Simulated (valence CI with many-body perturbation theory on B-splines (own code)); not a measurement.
E1 line list for Dy LIII

Method: valence CI with perturbative core correlation (CI+MBPT): four valence electrons over a frozen Dirac-Fock core [Ne], a basis of 11 s, 11 p, 9 d, 7 f, 5 g, 2 h, 1 i functions for each j, with the one-electron correlation potential Σ1, the two-electron term Σ2, the three-electron term Σ3, Breit, model QED; selected CI, second order for the rest (own B-spline code, finite nucleus).

No measured spectrum was set against this ion. As an estimate, large intervals hold to a few tenths of a per cent, small ones and those within an open d or f shell to about a per cent.

Lines 51 to 100 of 231 in falling wavelength, among levels below 6941.3 × 10³ cm⁻¹, chosen from the strongest by gf and those to the six lowest levels. Wavelengths and rates use the calculated energies. Electric multipoles are in the length gauge, E1 and E2 with the static RPA response of the core. Weak lines are less certain than strong ones. Lines between different terms over intervals too small for the method are left out, as are lines whose strength nearly cancels. The highest levels of a list are the least certain.

Levels are named by their leading jj configuration (3d3/2^4 stands for four electrons in 3d with j = 3/2), which in mixed levels can hold well under half, so a name can repeat and another be missing. Letters in brackets count levels of one name in rising energy.

```tsv
λ vac (nm)	Upper	Lower	A (s⁻¹)	log gf	Branch %
7.108	(3s 3p1/2 3p3/2 3d3/2) J=2 [b]	(3s 3p1/2 3p3/2^2) J=3	4.09e+10	-0.81	8.6
7.083	(3s 3p1/2^2 3d3/2) J=2	(3s 3p1/2^2 3p3/2) J=1	3.60e+09	-1.87	9.4
7.057	(3s 3p1/2 3p3/2 3d3/2) J=2 [c]	(3s 3p1/2 3p3/2^2) J=2 [b]	1.38e+10	-1.29	2.4
6.801	(3s^2 3p1/2 3d3/2) J=2	(3s^2 3p1/2 3p3/2) J=2	6.24e+09	-1.66	95.9
6.508	(3s^2 3p1/2 3d3/2) J=2	(3s^2 3p1/2 3p3/2) J=1	2.68e+08	-3.07	4.1
6.396	(3s 3p1/2^2 3d3/2) J=1	(3s 3p1/2^2 3p3/2) J=2	4.05e+09	-2.13	10.3
6.203	(3s 3p1/2^2 3d3/2) J=2	(3s 3p1/2^2 3p3/2) J=2	1.13e+10	-1.49	29.6
6.117	(3s 3p1/2^2 3d5/2) J=3	(3s^2 3p1/2 3d3/2) J=2	1.29e+08	-3.29	0.1
5.773	(3s 3p1/2^2 3d5/2) J=2	(3s^2 3p1/2 3d3/2) J=2	1.04e+09	-2.58	0.6
5.670	(3s^2 3p1/2 3d3/2) J=1	(3s^2 3p1/2 3p3/2) J=2	3.44e+09	-2.30	0.2
5.465	(3s^2 3p1/2 3d3/2) J=1	(3s^2 3p1/2 3p3/2) J=1	1.97e+09	-2.58	0.1
5.376	(3s 3p1/2 3p3/2 3d5/2) J=2 [b]	(3s 3p1/2 3p3/2^2) J=2 [b]	2.93e+10	-1.20	6.3
5.287	(3s 3p1/2 3p3/2 3d5/2) J=1 [b]	(3s 3p1/2 3p3/2^2) J=1 [b]	2.48e+10	-1.51	5.8
5.164	(3s 3p1/2 3p3/2 3d5/2) J=1 [a]	(3s 3p1/2 3p3/2^2) J=0	3.12e+10	-1.43	4.2
5.161	(3s 3p1/2^2 3d5/2) J=2	(3s 3p1/2^2 3p3/2) J=1	9.31e+10	-0.73	57.6
5.146	(3s 3p1/2 3p3/2 3d5/2) J=3 [a]	(3s 3p1/2 3p3/2^2) J=3	2.23e+10	-1.21	7.8
5.125	(3s^2 3p3/2 3d5/2) J=2	(3s^2 3p3/2^2) J=2	8.54e+10	-0.77	92.5
5.087	(3s 3p1/2 3p3/2 3d5/2) J=1 [b]	(3s 3p1/2 3p3/2^2) J=2 [b]	2.29e+10	-1.57	5.4
5.062	(3s 3p1/2 3p3/2 3d5/2) J=1 [c]	(3s 3p1/2 3p3/2^2) J=1 [b]	2.88e+10	-1.48	5.6
5.054	(3s^2 3p1/2 3d5/2) J=2	(3s^2 3p1/2 3p3/2) J=2	2.34e+10	-1.35	12.7
5.036	(3s^2 3p1/2 3d5/2) J=3	(3s^2 3p1/2 3p3/2) J=2	1.14e+11	-0.52	100.0
5.034	(3s 3p1/2 3p3/2 3d5/2) J=2 [a]	(3s 3p1/2 3p3/2^2) J=2 [a]	9.55e+10	-0.74	34.4
4.982	(3s 3p1/2 3p3/2 3d5/2) J=0	(3s 3p1/2 3p3/2^2) J=1 [b]	2.42e+11	-1.05	33.1
4.967	(3s^2 3d3/2^2) J=2	(3s 3p1/2 3p3/2^2) J=1 [b]	1.76e+10	-1.49	0.8
4.959	(3s 3p1/2 3p3/2 3d5/2) J=3 [b]	(3s 3p1/2 3p3/2^2) J=3	8.79e+10	-0.64	21.6
4.916	(3s 3p1/2 3p3/2 3d5/2) J=4 [b]	(3s 3p1/2 3p3/2^2) J=3	1.14e+11	-0.43	65.9
4.900	(3s 3p1/2^2 3d5/2) J=3	(3s 3p1/2^2 3p3/2) J=2	1.14e+11	-0.54	79.0
4.891	(3s^2 3p1/2 3d5/2) J=2	(3s^2 3p1/2 3p3/2) J=1	1.60e+11	-0.54	87.2
4.877	(3s 3p1/2 3p3/2 3d5/2) J=2 [b]	(3s 3p1/2 3p3/2^2) J=3	6.43e+10	-0.94	13.9
4.876	(3s 3p1/2 3p3/2 3d5/2) J=2 [d]	(3s 3p1/2 3p3/2^2) J=1 [b]	2.25e+11	-0.40	14.9
4.866	(3s^2 3p3/2 3d5/2) J=1	(3s^2 3p3/2^2) J=0	2.08e+11	-0.66	70.0
4.856	(3s 3p1/2 3p3/2 3d5/2) J=1 [c]	(3s 3p1/2 3p3/2^2) J=1 [a]	1.88e+11	-0.70	36.3
4.852	(3s 3p1/2 3p3/2 3d5/2) J=3 [d]	(3s 3p1/2 3p3/2^2) J=2 [b]	2.50e+11	-0.21	28.0
4.851	(3s 3p1/2 3p3/2 3d5/2) J=3 [a]	(3s 3p1/2 3p3/2^2) J=2 [a]	1.38e+11	-0.47	48.3
4.839	(3s 3p1/2 3p3/2 3d5/2) J=2 [c]	(3s 3p1/2 3p3/2^2) J=2 [b]	7.06e+10	-0.91	6.3
4.827	(3s 3p1/2 3p3/2 3d5/2) J=1 [b]	(3s 3p1/2 3p3/2^2) J=0	1.25e+11	-0.88	29.2
4.817	(3s 3p1/2 3p3/2 3d5/2) J=2 [c]	(3s 3p1/2 3p3/2^2) J=1 [a]	1.38e+11	-0.62	12.4
4.782	(3s 3p1/2 3p3/2 3d5/2) J=0	(3s 3p1/2 3p3/2^2) J=1 [a]	1.14e+11	-1.41	15.6
4.768	(3s^2 3d3/2^2) J=2	(3s 3p1/2 3p3/2^2) J=1 [a]	6.44e+10	-0.96	2.8
4.686	(3s^2 3p3/2 3d5/2) J=3	(3s^2 3p3/2^2) J=2	4.25e+11	-0.01	98.8
4.685	(3s 3p1/2 3p3/2 3d5/2) J=2 [d]	(3s 3p1/2 3p3/2^2) J=1 [a]	1.71e+10	-1.55	1.1
4.684	(3s 3p1/2 3p3/2 3d5/2) J=3 [b]	(3s 3p1/2 3p3/2^2) J=2 [a]	1.24e+11	-0.54	30.5
4.682	(3s 3p1/2 3p3/2 3d5/2) J=4 [c]	(3s 3p1/2 3p3/2^2) J=3	1.48e+11	-0.36	25.8
4.677	(3s 3p1/2^2 3d5/2) J=2	(3s 3p1/2^2 3p3/2) J=2	3.42e+10	-1.25	21.2
4.675	(3s 3p1/2 3p3/2 3d5/2) J=1 [a]	(3s 3p1/2 3p3/2^2) J=2 [a]	2.77e+10	-1.56	3.7
4.549	(3s^2 3p3/2 3d5/2) J=1	(3s^2 3p3/2^2) J=2	6.19e+10	-1.24	20.8
4.470	(3s 3p1/2 3p3/2 3d5/2) J=3 [c]	(3s 3p1/2 3p3/2^2) J=2 [a]	1.37e+11	-0.54	17.2
4.442	(3s 3p1/2 3p3/2 3d5/2) J=3 [d]	(3s 3p1/2 3p3/2^2) J=3	5.10e+10	-0.98	5.7
4.319	(3s 3p1/2 3p3/2 3d5/2) J=2 [d]	(3s 3p1/2 3p3/2^2) J=3	4.55e+10	-1.20	3.0
4.141	(3s 3p1/2 3p3/2 3d3/2) J=3 [b]	(3s^2 3p1/2 3d5/2) J=2	1.57e+10	-1.55	1.6
```
